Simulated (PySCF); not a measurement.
PySCF calculation with geometry: GFN2-xTB and σ from GIAO-PBE0/pcSseg-1; no solvent, non-relativistic Hamiltonian, a single conformation, averaged over atoms made equivalent by symmetry, fast rotation or ring inversion.

δ = σ(ref) − σ, references computed at the same level: 1H, 13C vs TMS. Shifts are as computed. Against solution values, carbons near 30 ppm lie about +3 ppm off and those near 130 ppm about +5 ppm. Of 1211 compounds with measured shifts, 218 miss one by over three times the rms of a fit or turn the order of signals round; such compounds aren't used in these exercises. OH and NH positions are gas-phase values without hydrogen bonding to other molecules.

Question: Order these molecules by the shift of their most deshielded carbon, lowest δ first.
A. [SiH3]N([SiH3])[SiH2]C#CC1CC1
B. C/C(=C\CF)C(F)=C=O
C. O=C([SiH2][SiH2]P)C(=O)C1CC1
D. CC(C)(C)[C@H]1C=CC=CC1
E. CN[SiH2]N(C)C

Answer: E (39.7 ppm, methyl carbon bonded to N), A (124.3 ppm, alkyne carbon), D (135.8 ppm, alkene CH), C (247.2 ppm, carbonyl carbon), B (270.3 ppm, central carbon of a ketene).

Question: Order these molecules by the shift of their most deshielded carbon-bound hydrogen, lowest δ first.
A. O=C([SiH2][SiH2]P)C(=O)C1CC1
B. CN[SiH2]N(C)C
C. [SiH3]N([SiH3])[SiH2]C#CC1CC1
D. CC(C)(C)[C@H]1C=CC=CC1

Answer: C (1.41 ppm, hydrogen on a three-membered-ring carbon), A (2.38 ppm, hydrogen on a three-membered-ring carbon), B (2.79 ppm, hydrogen on a methyl carbon bonded to N), D (6.24 ppm, hydrogen on an alkene CH).

Question: How many 13C and 1H signals does each give (equivalence by symmetry and fast rotation, but not about amide C–N or C=N bonds)? `CC(C)(C)[C@H]1C=CC=CC1`, `CN[SiH2]N(C)C`, `O=C([SiH2][SiH2]P)C(=O)C1CC1`, `C/C(=C\CF)C(F)=C=O`, `[SiH3]N([SiH3])[SiH2]C#CC1CC1`

Answer: CC(C)(C)[C@H]1C=CC=CC1: 8 C, 8 H; CN[SiH2]N(C)C: 2 C, 4 H; O=C([SiH2][SiH2]P)C(=O)C1CC1: 4 C, 6 H; C/C(=C\CF)C(F)=C=O: 6 C, 3 H; [SiH3]N([SiH3])[SiH2]C#CC1CC1: 4 C, 5 H.
